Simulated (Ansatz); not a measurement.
Computed with Ansatz on PBE0-D4/def2-TZVP structures; ΔE is electronic, products minus reactants. CCSD(T)/CBS is the MP2 limit (def2-TZVPP, def2-QZVPP) plus CCSD(T) − MP2 in def2-TZVPP, frozen cores. This one scheme is used for every species. DFT in def2-TZVPP. B3LYP here is the variant with VWN-RPA as its local correlation; programs differ in this. Each species was taken in one conformer, which may not be the lowest.

Reaction (silylene formation by 1,1-elimination): `F[Si@H](Cl)[Si@@H](F)Cl` → `F[SiH](F)Cl` + `[SiH]Cl`

```tsv
level	ΔE (kJ/mol)
r2SCAN-D4	181.0
PBE0-D4	180.1
ωB97M-V	152.9
B2PLYP	153.4
PBE	163.1
B3LYP	144.8
SCS-MP2/def2-TZVPP	157.4
CCSD/CBS(def2)	158.8
```

Q: What does CCSD(T)/CBS give? (An estimate is asked.)

A: Computed: +161.8 kJ/mol. The listed levels differ from it by 19.2, 18.3, -8.9, -8.4, 1.3, -17.0, -4.4, -3.0 kJ/mol.

Largest T1 diagnostic among the species: 0.013.

From PBE to PBE0 (25 % exact exchange), in def2-TZVPP and without D4, ΔE moves by +7.7 kJ/mol. The D4 term adds +16.6 kJ/mol with B3LYP and +9.4 kJ/mol with PBE0; it sums over pairs of atoms, weighted by their polarisabilities, and B3LYP, whose exchange is more repulsive, gets the larger term. In def2-TZVPP, CCSD(T) changes the Hartree–Fock value by +11.0 kJ/mol (the triples alone add +3.0 kJ/mol) and MP2 by +24.2 kJ/mol.
